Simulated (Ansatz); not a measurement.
Species: C₅H₁₁O, net charge 0, doublet state. It need not be the lowest isomer of its formula. 
Coordinates optimised at B3LYP-D3(BJ)/def2-TZVP (Ansatz, a quantum-chemistry and plane-wave program):
SMILES: CC[C](O)CC
```xyz
17

C      1.8399    -0.6053    -0.8154
C      1.2711     0.7164    -0.2583
C     -0.0321     0.5936     0.4563
C     -1.3567     0.5439    -0.2201
C     -1.8097    -0.8634    -0.6577
O     -0.0285    -0.0713     1.6684
H      1.1959    -1.0119    -1.5953
H      1.9227    -1.3569    -0.0283
H      2.8333    -0.4512    -1.2424
H      1.1562     1.4330    -1.0750
H      2.0148     1.1523     0.4233
H     -2.1124     0.9499     0.4611
H     -1.3271     1.2058    -1.0890
H     -1.8174    -1.5424     0.1953
H     -2.8173    -0.8306    -1.0774
H     -1.1431    -1.2793    -1.4145
H      0.8476    -0.0096     2.0655
```
Charge 0, spin multiplicity 2.

Basis-set convergence of Hartree-Fock and MP2 correlation energies (hartree) with Ansatz. Valence correlation only, unless marked. Open shells are spin-unrestricted. No spin-orbit coupling. Non-relativistic.

```json
[
 {"basis": "cc-pVDZ", "functions": "139", "E(HF)": "-270.58469", "E(corr, MP2)": "-0.88131"},
 {"basis": "cc-pVTZ", "functions": "334", "E(HF)": "?", "E(corr, MP2)": "?"}
]
```

**Question.** Fill in the missing entries.

**Answer.** 
- cc-pVTZ, E(HF): -270.66408
- cc-pVTZ, E(corr, MP2): -1.09046
